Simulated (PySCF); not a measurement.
1-chlorocyclopenta-1,3-diene (C₅H₅Cl), SMILES ClC1=CC=CC1.

Geometry: ωB97X-D3(BJ)/def2-SVP. The values are those of a single conformer.

Method: PySCF with SMD-B3LYP/6-31G*.

Solvation free energies are E(SMD) − E(gas) at the gas-phase geometry, for 1 M in both phases. In vacuum the dipole moment is 1.52 D.

Problem. Rank water, toluene, dichloromethane by solvation free energy, most negative first.

Solution. dichloromethane (-6.1 kcal/mol), toluene (-5.2 kcal/mol), water (-0.9 kcal/mol)
